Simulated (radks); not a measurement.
All-electron atom: Cu+ in [Ar] 3d9.5 4s0.5 (fractional occupations, a model configuration). All-electron calculation, scalar-relativistic Kohn-Sham, SCAN, spin-unpolarised, spherical densities, finite nucleus; meta-GGA in the generalised Kohn-Sham scheme; Fermi nuclear charge, rms radius 3.8823 fm. Program: a radial shooting solver on a logarithmic mesh with Libxc functionals.

Normalised radial functions P(r) = r R(r), r in bohr:

r,1s,3d,4s
0.003882,1.1241,0.0000,0.0344
0.004447,1.2630,0.0000,0.0386
0.005095,1.4158,0.0000,0.0432
0.005837,1.5827,0.0001,0.0482
0.006688,1.7637,0.0001,0.0537
0.007601,1.9466,0.0001,0.0591
0.008708,2.1533,0.0002,0.0652
0.009977,2.3708,0.0002,0.0715
0.01143,2.5964,0.0004,0.0780
0.0131,2.8263,0.0005,0.0843
0.015,3.0551,0.0008,0.0904
0.01719,3.2763,0.0011,0.0958
0.01954,3.4701,0.0016,0.1001
0.02238,3.6516,0.0024,0.1031
0.02564,3.7975,0.0035,0.1042
0.02938,3.8961,0.0050,0.1027
0.03366,3.9361,0.0072,0.0978
0.03856,3.9069,0.0104,0.0889
0.04418,3.8006,0.0148,0.0754
0.05021,3.6263,0.0206,0.0580
0.05753,3.3636,0.0290,0.0342
0.06591,3.0278,0.0405,0.0052
0.07551,2.6355,0.0560,-0.0282
0.08651,2.2070,0.0767,-0.0646
0.09911,1.7689,0.1039,-0.1014
0.1136,1.3473,0.1391,-0.1354
0.1291,0.9896,0.1806,-0.1612
0.1479,0.6713,0.2346,-0.1773
0.1694,0.4230,0.2998,-0.1773
0.1941,0.2450,0.3762,-0.1576
0.2223,0.1290,0.4627,-0.1162
0.2547,0.0610,0.5568,-0.0541
0.2919,0.0253,0.6566,0.0250
0.3317,0.0098,0.7483,0.1063
0.38,0.0030,0.8389,0.1897
0.4354,0.0008,0.9149,0.2563
0.4988,0.0002,0.9694,0.2932
0.5715,0.0000,0.9967,0.2903
0.6547,0.0000,0.9936,0.2424
0.7501,0.0000,0.9607,0.1515
0.8526,0.0000,0.9059,0.0342
0.9768,0.0000,0.8278,-0.1115
1.119,0.0000,0.7374,-0.2684
1.282,0.0000,0.6409,-0.4191
1.469,0.0000,0.5414,-0.5405
1.683,0.0000,0.4451,-0.6300
1.928,0.0000,0.3554,-0.6796
2.191,0.0000,0.2790,-0.6861
2.511,0.0000,0.2079,-0.6510
2.876,0.0000,0.1482,-0.5791
3.295,0.0000,0.1002,-0.4814
3.775,0.0000,0.0636,-0.3719
4.325,0.0000,0.0375,-0.2653
4.955,0.0000,0.0203,-0.1732
5.632,0.0000,0.0104,-0.1060
6.453,0.0000,0.0046,-0.0566
7.393,0.0000,0.0018,-0.0268
8.47,0.0000,0.0006,-0.0111

1s: eigenvalue -8890.4 eV, 0 radial nodes, <r> = 0.0521 bohr, 90 % of the charge inside 0.0932 bohr. 3d: eigenvalue -16.263 eV, 0 radial nodes, <r> = 0.972 bohr, 90 % of the charge inside 1.72 bohr. 4s: eigenvalue -12.439 eV, 3 radial nodes at r = 0.0674, 0.280, 0.881 bohr, <r> = 2.53 bohr, 90 % of the charge inside 3.82 bohr.
